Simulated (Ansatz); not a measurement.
Molecular dynamics of H4C

input.yaml

```yaml
accuracy: low
crystal:
  lattice:
    - [7.230427, 0.0, 0.0]
    - [0.0, 7.230427, 0.0]
    - [0.0, 0.0, 7.230427]
  atoms:
    - { symbol: C, position: [0.29241546, 0.81176925, 0.14078826] }
    - { symbol: H, position: [0.42112319, 0.90485117, 0.16944472] }
    - { symbol: H, position: [0.28238306, 0.8050953, -0.00495063] }
    - { symbol: H, position: [0.15529742, 0.85078701, 0.19450125] }
    - { symbol: H, position: [0.29279871, 0.6740048, 0.17341661] }
    - { symbol: C, position: [0.67425599, 0.92366825, 0.852909] }
    - { symbol: H, position: [0.72774138, 0.8632691, 0.74662841] }
    - { symbol: H, position: [0.63491095, 0.83047109, 0.95288594] }
    - { symbol: H, position: [0.54920514, 0.99715716, 0.81968234] }
    - { symbol: H, position: [0.80005747, 0.99805327, 0.94489889] }
    - { symbol: C, position: [0.90230256, 0.0977525, 0.4254103] }
    - { symbol: H, position: [0.83317297, 0.21360194, 0.38070034] }
    - { symbol: H, position: [1.0331016, 0.08025033, 0.34286839] }
    - { symbol: H, position: [0.81939063, -0.0165045, 0.41822924] }
    - { symbol: H, position: [1.01174538, 0.1264512, 0.55277695] }
    - { symbol: C, position: [0.4468616, 0.17917545, 0.58670788] }
    - { symbol: H, position: [0.42423188, 0.32887665, 0.5854572] }
    - { symbol: H, position: [0.38520002, 0.10323763, 0.69149072] }
    - { symbol: H, position: [0.60624664, 0.19746844, 0.59909669] }
    - { symbol: H, position: [0.41446526, 0.12557547, 0.44939056] }
    - { symbol: C, position: [0.85166336, 0.52216555, 0.21326692] }
    - { symbol: H, position: [0.89245882, 0.37126587, 0.18568651] }
    - { symbol: H, position: [0.99770768, 0.55377356, 0.26663609] }
    - { symbol: H, position: [0.74895163, 0.54519634, 0.31273217] }
    - { symbol: H, position: [0.80375077, 0.56862949, 0.08087177] }
    - { symbol: C, position: [0.16812257, 0.59093546, 0.78836203] }
    - { symbol: H, position: [0.20180292, 0.4706405, 0.73285187] }
    - { symbol: H, position: [0.0516955, 0.57628378, 0.88665121] }
    - { symbol: H, position: [0.16152495, 0.6782846, 0.67796592] }
    - { symbol: H, position: [0.27841631, 0.62157465, 0.88179653] }
basis:
  ecutwfc: 420.0
kpoints:
  mp_grid: { grid: [1, 1, 1] }
hamiltonian:
  xc: pbe
  dispersion: d3bj
scf:
  occupations: { method: fermi_dirac, width: 0.02 }
  lower_state_search: "off"
md:
  timestep: 0.5
  n_steps: 400
  ensemble: nvt_nose_hoover
  temperature: 1500.0
  initial_velocities: maxwell_boltzmann
  seed: 176881
  nose_hoover: { tau: 200.0, chain_length: 3 }
```

Run as:

```bash
$ ansatz run input.yaml --threads 1 --pin off --max-ram 3072MiB --backend cpu --events-out ev --progress --plain --runs-dir out
```

It goes on from the last frame of an earlier run, with new velocities.

Output, in part (step lines):

```
md step     0: t =     0.00 fs  T =  1500.0 K  F+E_penalty+E_count = -1890.87729725 eV  E_kin = 5.622810 eV  conserved = -1885.25448729 eV  (7 SCF iters)
[... lines left out ...]
```

The steps, from the saved trajectory:

```tsv
time (fs)	T (K)	potential energy less start (eV)	conserved less start (meV/atom)
0.0	1500	0.000	0.00
6.5	1379	0.446	-0.22
13.0	1782	-1.068	-0.38
19.5	1600	-0.381	-0.25
26.0	1705	-0.782	-0.52
32.5	1483	0.061	-0.11
39.0	1267	0.880	0.31
45.5	1271	0.867	0.30
52.0	1375	0.464	-0.02
58.5	1624	-0.475	-0.27
65.0	1715	-0.821	-0.42
71.5	1646	-0.558	-0.22
78.0	1653	-0.585	-0.22
84.5	1501	-0.014	-0.12
91.0	1481	0.065	0.20
97.5	1528	-0.118	0.20
104.0	1429	0.239	-0.22
110.5	1787	-1.112	-0.35
117.0	1434	0.206	-0.26
123.5	1797	-1.166	-0.47
130.0	1294	0.733	0.23
136.5	1582	-0.356	0.08
143.0	1245	0.901	0.15
149.5	1656	-0.655	-0.18
156.0	1522	-0.162	-0.18
162.5	1669	-0.727	-0.44
169.0	1535	-0.234	-0.44
175.5	1369	0.396	0.13
182.0	1207	1.006	0.43
188.5	1422	0.180	0.00
195.0	1530	-0.248	-0.47
```

The run went to its last step. The conserved energy stayed within 0.76 meV per atom of its start (net change -0.13 meV per atom), so the integration is sound. A run of 0.2 ps of so small a system gives no equilibrium averages. Limits of this set-up: coarse k mesh, low accuracy level.

Mean squared displacements from the first frame to the last, about the centre of mass: C 4.59 Å², H 6.82 Å².

Last frame:

```xyz
30
Lattice="7.2304 0.0000 0.0000 0.0000 7.2304 0.0000 0.0000 0.0000 7.2304" Properties=species:S:1:pos:R:3
C 1.764 9.015 -0.883
H 1.415 8.656 -1.897
H 1.168 8.407 -0.203
H 1.313 10.072 -0.600
H 2.636 8.564 -0.400
C 4.992 5.047 7.453
H 5.337 5.576 8.336
H 5.932 4.657 6.670
H 4.331 5.601 6.955
H 4.312 4.248 7.959
C 5.381 -1.100 3.744
H 4.919 -0.969 2.843
H 6.386 -0.368 3.778
H 5.817 -2.071 4.039
H 4.966 -0.470 4.630
C 2.966 1.101 3.571
H 2.271 1.059 2.749
H 2.578 1.824 4.345
H 3.944 1.444 3.284
H 2.992 0.160 4.196
C 7.372 3.324 2.573
H 6.425 3.598 1.855
H 7.959 4.401 2.685
H 8.020 2.590 2.034
H 7.114 2.649 3.363
C 1.714 5.166 5.260
H 1.156 4.308 4.909
H 2.778 5.052 4.917
H 1.734 5.550 6.341
H 1.458 6.161 4.585
```

The run took 9.9 min on 1 thread of Arm Neoverse V1, with other jobs on the host, peak memory 0.43 GiB.
